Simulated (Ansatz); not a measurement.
Computed with PBE0-D3(BJ)/def2-SVP run with Ansatz (an electronic-structure program). No frequencies were computed at this level.

Ansatz 0.2 input:
```yaml
crystal:
  periodic: [false, false, false]
  atoms:
    - { symbol: C, position_ang: [-0.498709, -0.56455, -0.159501] }
    - { symbol: C, position_ang: [-0.316807, 0.886844, -0.057685] }
    - { symbol: C, position_ang: [0.745816, -0.119538, -0.150421] }
    - { symbol: H, position_ang: [-1.165058, -1.392864, -0.184123] }
    - { symbol: H, position_ang: [-0.552019, 1.52787, 0.7767] }
    - { symbol: H, position_ang: [1.786335, -0.337029, -0.162098] }
basis:
  gaussian: { orbitals: def2-svp }
hamiltonian:
  xc: pbe0
  dispersion: d3bj
relax:
  max_steps: 150
magnetization:
  spin_polarized: true
  initial_magnetization: 1
```

Output:

```
Functional definition: PBE0
661 factors; integrals over basis functions are off by at most 3.1e-4 eV
mean field evaluation 1: about -3145.7592 eV, gradient 2.4e1 eV
mean field evaluation 2: about -3146.0345 eV, gradient 2.4e1 eV
mean field evaluation 4: about -3149.0510 eV, gradient 1.2e0 eV
mean field evaluation 8: about -3149.0836 eV, gradient 1.7e-2 eV
mean field evaluation 16: about -3149.0836 eV, gradient 3.1e-5 eV
mean field -3149.08355903 eV, -115.7266862689 hartree, gradient 3.1e-5 eV, S^2 0.752888; 0 other end points of the search recorded, 0 dependent functions left out
reference -3149.08357739 eV, -115.7266869435 hartree; 11, 10 occupied and 46, 47 virtual orbitals, 661 factors
relax step   1: F+E_penalty+E_count = -3149.15134599 eV  Δ(F+E_penalty+E_count) = +0.000e0 eV  max|allowed force component| = 1.520e0 eV/Å  Δτ_max = 0.0000 Å  (29 SCF iters, accepted)
these checks for a lower state are left out or cut short: starts, cluster_reference, orbital_swaps, neighbouring_geometries, increment
661 factors; integrals over basis functions are off by at most 3.1e-4 eV
mean field -3149.12035083 eV, -115.7280383427 hartree, gradient 1.7e-5 eV, S^2 0.752881; 0 other end points of the search recorded, 0 dependent functions left out
reference -3149.12036919 eV, -115.7280390174 hartree; 11, 10 occupied and 46, 47 virtual orbitals, 661 factors
relax step   2: F+E_penalty+E_count = -3149.18799508 eV  Δ(F+E_penalty+E_count) = -3.665e-2 eV  max|allowed force component| = 3.634e-1 eV/Å  Δτ_max = 0.0227 Å  (33 SCF iters, accepted)
these checks for a lower state are left out or cut short: starts, cluster_reference, orbital_swaps, neighbouring_geometries, increment
661 factors; integrals over basis functions are off by at most 3.1e-4 eV
mean field -3149.12329650 eV, -115.7281465939 hartree, gradient 2.2e-5 eV, S^2 0.752875; 0 other end points of the search recorded, 0 dependent functions left out
reference -3149.12331485 eV, -115.7281472683 hartree; 11, 10 occupied and 46, 47 virtual orbitals, 661 factors
relax step   3: F+E_penalty+E_count = -3149.19089165 eV  Δ(F+E_penalty+E_count) = -2.897e-3 eV  max|allowed force component| = 3.234e-2 eV/Å  Δτ_max = 0.0111 Å  (29 SCF iters, accepted)
these checks for a lower state are left out or cut short: starts, cluster_reference, orbital_swaps, neighbouring_geometries, increment
661 factors; integrals over basis functions are off by at most 3.1e-4 eV
mean field evaluation 32: about -3149.1234 eV, gradient 3.4e-5 eV
mean field -3149.12335996 eV, -115.7281489262 hartree, gradient 6.1e-5 eV, S^2 0.752874; 0 other end points of the search recorded, 0 dependent functions left out
reference -3149.12337831 eV, -115.7281496005 hartree; 11, 10 occupied and 46, 47 virtual orbitals, 661 factors
relax step   4: F+E_penalty+E_count = -3149.19095292 eV  Δ(F+E_penalty+E_count) = -6.127e-5 eV  max|allowed force component| = 1.640e-2 eV/Å  Δτ_max = 0.0017 Å  (25 SCF iters, accepted)
these checks for a lower state are left out or cut short: starts, cluster_reference, orbital_swaps, neighbouring_geometries, increment
661 factors; integrals over basis functions are off by at most 3.1e-4 eV
mean field -3149.12337522 eV, -115.7281494869 hartree, gradient 3.2e-5 eV, S^2 0.752876; 0 other end points of the search recorded, 0 dependent functions left out
reference -3149.12339357 eV, -115.7281501612 hartree; 11, 10 occupied and 46, 47 virtual orbitals, 661 factors
relax step   5: F+E_penalty+E_count = -3149.19096649 eV  Δ(F+E_penalty+E_count) = -1.357e-5 eV  max|allowed force component| = 1.712e-3 eV/Å  Δτ_max = 0.0011 Å  (25 SCF iters, accepted)
661 factors; integrals over basis functions are off by at most 3.1e-4 eV
mean field -3149.12337522 eV, -115.7281494869 hartree, gradient 3.2e-5 eV, S^2 0.752876; 1 other end points of the search recorded, 0 dependent functions left out
reference -3149.12339357 eV, -115.7281501612 hartree; 11, 10 occupied and 46, 47 virtual orbitals, 661 factors
Total energy: -3149.19098484 eV, -115.7306340945 hartree
Atom 0 at    -0.495007    -0.565529    -0.145389 Å, force    -0.000842    -0.001712    -0.000519 eV/Å
Atom 1 at    -0.313413     0.877425    -0.049072 Å, force    -0.000442     0.001365     0.001392 eV/Å
Atom 2 at     0.743317    -0.122642    -0.136204 Å, force     0.001576    -0.000313    -0.000522 eV/Å
Atom 3 at    -1.179335    -1.409205    -0.202815 Å, force    -0.000458     0.000617     0.000297 eV/Å
Atom 4 at    -0.564157     1.561353     0.777023 Å, force     0.000215    -0.000571    -0.000965 eV/Å
Atom 5 at     1.808153    -0.340670    -0.180670 Å, force    -0.000050     0.000615     0.000316 eV/Å
Dipole moment:     0.094496    -0.266609     0.115993 e Å
```

Cost: around 12 core-seconds (rough).
